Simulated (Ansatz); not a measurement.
AlCl (SMILES [Al][Cl]), singlet, geometry from GFN2-xTB (such geometries of metal compounds can be far from the true shape). Base run: HF/def2-SVP (Ansatz, a quantum-chemistry and plane-wave program).

Input for Ansatz:
Ansatz 0.2 input:
```yaml
crystal:
  periodic: [false, false, false]
  atoms:
    - {symbol: Al, position_ang: [-0.00000000, -0.00000000, -1.15413952]}
    - {symbol: Cl, position_ang: [0.00000000, 0.00000000, 0.88257728]}
basis:
  gaussian:
    orbitals: def2-SVP
hamiltonian:
  xc: hf
```

The bond that is stretched is that between atoms 1 and 2. A test that says stable can miss a lower solution.

Variants of this job, named by their change:

```
change                                                           ΔE vs base (mEh)  <S^2>            stability test says
---------------------------------------------------------------  ----------------  -----  -----------------------------
base                                                                        0.000  0.000  minimum (restricted orbitals)
spin_polarized = on; lower_state_search = off                               0.000  0.000       undecided (no full test)
spin_polarized = on; lower_state_search = standard                          0.000  0.000                        minimum
bond × 1.25                                                                20.227  0.000  minimum (restricted orbitals)
spin_polarized = on; lower_state_search = off; bond × 1.25                 20.227  0.000       undecided (no full test)
spin_polarized = on; lower_state_search = standard; bond × 1.25            20.227  0.000                        minimum
bond × 1.5                                                                 67.844  0.000  minimum (restricted orbitals)
spin_polarized = on; lower_state_search = off; bond × 1.5                  67.844  0.000       undecided (no full test)
spin_polarized = on; lower_state_search = standard; bond × 1.5             67.844  0.000                        minimum
bond × 1.8                                                                  114.6  0.000  minimum (restricted orbitals)
spin_polarized = on; lower_state_search = off; bond × 1.8                   114.6  0.000       undecided (no full test)
spin_polarized = on; lower_state_search = standard; bond × 1.8              114.6  0.000                        minimum
bond × 2.2                                                                  158.2  0.000  minimum (restricted orbitals)
spin_polarized = on; lower_state_search = off; bond × 2.2                   158.2  0.000       undecided (no full test)
spin_polarized = on; lower_state_search = standard; bond × 2.2              138.8  0.937                        minimum
bond × 3.0                                                                  204.9  0.000  minimum (restricted orbitals)
spin_polarized = on; lower_state_search = off; bond × 3.0                   204.9  0.000       undecided (no full test)
spin_polarized = on; lower_state_search = standard; bond × 3.0              142.8  1.013                        minimum
```

Where a bond breaks into two radicals, a solution with restricted orbitals usually stops being the lowest and lies too high; an unrestricted one lies lower at the price of spin contamination, which <S^2> shows.
